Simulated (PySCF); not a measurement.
**Solvent effects on NMR parameters**

Structure with atom numbers: `[NH3+:1][B-:2]([F:3])([F:4])[F:5]` (H(Xn): hydrogen on atom n).

GIAO PBE0/pcSseg-1 in PySCF 2.14.0 with density-fitted response routines on one PBE0-D3(BJ)/def2-SVP conformer, non-relativistic, equivalent nuclei averaged. Solvents enter as an IEF-PCM continuum (dichloromethane with ε = 8.9, water with ε = 78.4) around the gas-phase geometry. Shifts are referred to BF3·OEt2, CFCl3, TMS computed in the same medium.

Gas phase, δ in ppm: B2 -1.9, F3/F4/F5 -159.0, H(N1) 2.36. Dipole moment 6.28 D.

Q: How does each δ change in the continuum?

A: 
```csv
atoms,environment,"Δδ, dichloromethane","Δδ, water"
B2,"boron bonded to 3 F, N",-0.1,-0.1
F3/F4/F5,fluorine bonded to B,-1.4,-1.4
H(N1),hydrogen on a donor nitrogen of a Lewis adduct,+0.54,+0.63
```

Changes are relative to the gas phase. The dipole moment becomes 7.06 D in dichloromethane, 7.18 D in water.

Q: Which nuclei move most (in ppm), and what does the model miss?

A: F3/F4/F5 (fluorine bonded to B, -1.4 ppm) in water. A continuum only polarises the solute; specific hydrogen bonds, the anisotropy of aromatic solvents and changes of geometry or conformer are outside it.
